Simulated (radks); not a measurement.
Task: Ionisation of the neon ion Ne+, [He] 2s2 2p5, to [He] 2s2 2p4 as the strength of local exchange is varied. Method: scalar-relativistic Kohn-Sham, Slater X-alpha exchange (alpha = 2/3 is LDA exchange), no correlation, spin-polarised, spherical densities, finite nucleus; open shells are filled with parallel spins first; Fermi nuclear charge, rms radius 3.0055 fm; computed with a radial shooting solver on a logarithmic mesh with Libxc functionals.

alpha  E(Ne+) (hartree)  exchange (hartree)  IE (eV)  -e of the level emptied (eV)  <r> of it (bohr)
0.612        -126.02650            -9.55371   38.328                   28.367 (2p)            0.9090
0.667        -126.88759           -10.47160   39.532                   29.530 (2p)            0.8996
0.75         -128.19632           -11.87517   41.389                   31.328 (2p)            0.8857
0.837        -129.58004           -13.37009   43.384                   33.269 (2p)            0.8718
0.994        -132.10797           -16.12912   47.109                   36.917 (2p)            0.8479
1.001        -132.22160           -16.25397   47.279                   37.084 (2p)            0.8469
?            -127.42235           -11.04388   40.287                   30.260 (2p)            0.8938

Which alpha was used in the last row?

Result: alpha = 0.701. NIST Atomic Spectra Database: 40.963 eV (measured). The Delta-SCF value meets it near alpha = 0.73. Open shells are spherical and high-spin; term and fine-structure splittings are not resolved.
